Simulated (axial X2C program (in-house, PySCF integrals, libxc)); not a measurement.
# NaMn⁻: cheaper levels and CCSD(T), two-component

Computed with an axial X2C code built on PySCF integrals. Two-component (2c) means X2C with spin–orbit coupling and atomic mean-field two-electron Coulomb and Gaunt terms. Basis: Mn dyall-acv3z [10s11p7d4f2g], Na dyall-av3z [10s9p5d2f] (cores contracted in-house); Gaussian nuclei, density fitting, unrestricted open shells. Masses: Mn 54.938 u, Na 22.990 u.

State: Ω = 5/2 (⟨Sz⟩ = 2.51, ⟨Lz⟩ = -0.01 at HF); fragments Mn- + Na for PBE0, HF, CCSD, CCSD(T); Mn + Na- for BLYP.

```json
{"level": "PBE0", "Re (Å)": "3.630", "ωe (cm⁻¹)": "80.8", "De (eV)": "n/a"}
{"level": "HF", "Re (Å)": "3.738", "ωe (cm⁻¹)": "78.9", "De (eV)": "n/a"}
{"level": "CCSD", "Re (Å)": "3.753", "ωe (cm⁻¹)": "68.7", "De (eV)": "n/a"}
{"level": "BLYP", "Re (Å)": "3.443", "ωe (cm⁻¹)": "79.0", "De (eV)": "0.578"}
```

Correlated methods: 9 electrons correlated (number of frozen shells: Mn 3 s, 2 p; Na 2 s, 1 p), 333 virtual spin orbitals or spinors in MP2, 90 natural virtuals in coupled cluster.

CCSD(T), same Hamiltonian and basis:

Re = 3.726 Å, ωe = 72.1 cm⁻¹; T1 = 0.062 (Lee–Taylor normalisation).

Give the differences from CCSD(T) in the columns below.



```json
{"level": "PBE0", "ΔRe (Å)": "-0.096", "Δωe (cm⁻¹)": "8.7"}
{"level": "HF", "ΔRe (Å)": "0.012", "Δωe (cm⁻¹)": "6.8"}
{"level": "CCSD", "ΔRe (Å)": "0.027", "Δωe (cm⁻¹)": "-3.4"}
{"level": "BLYP", "ΔRe (Å)": "-0.283", "Δωe (cm⁻¹)": "6.9"}
```

The state is one determinant whose occupation by symmetry is held fixed; it was picked as the lowest of a PBE0 search that is not exhaustive. De is counted from the lowest determinant-based energies of the atoms at the same level, without counterpoise correction. De is not given where an atomic determinant may have missed its ground term or J level, or where the truncated virtual space spoils (T). Density functionals use the spin component along the axis (collinear). Coupled cluster ran in a truncated set of natural virtual spinors; the MP2 energy of the rest was added. (T) has no such correction and the atoms are truncated less, which lowers De at CCSD(T) by a hundredth of an eV or more. PBE0 can misorder states that lie within some tenths of an eV, so this need not be the ground state of the molecule. The nearest other 2c determinant of the search, Ω = 7/2, lies 0.41 eV up at the distance of the search. The functionals have no current-density term, which raises determinants with orbital currents, atoms included. With several unpaired electrons one determinant need not be a pure state. Some points did not converge and are left out. The highest occupied level of some functionals is positive through self-interaction error; at Hartree–Fock it is bound. This is the top spin component of a Σ state; components of lower Ω are not single determinants and can lie lower. The determinant is spin-polarised beyond a pure state at some levels (its spin-free form has ⟨S²⟩ too high), which makes Re and μ there less reliable. The T1 diagnostic is large, a sign of multireference character.
